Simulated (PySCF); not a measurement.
OPb, SMILES [O]=[Pb] (connectivity only; charge and spin as stated), neutral, multiplicity 1.

Coordinates come from a PBE-D3(BJ)/def2-TZVP optimisation. The def2 effective core potentials stand for the cores of Pb; spin–orbit coupling is left out.

All values below come from PBE-D3(BJ)/def2-TZVP in PySCF.

Frequencies are harmonic and unscaled.

Task: List the normal modes with their intensities. (An estimate is asked for; the answer gives what the named calculation found.)

Result: 
| mode | ν (cm⁻¹) | IR (km/mol) | moving atoms (share of kinetic energy) |
|---|---|---|---|
| 1 | 725 | 64.9 | O 93 % |
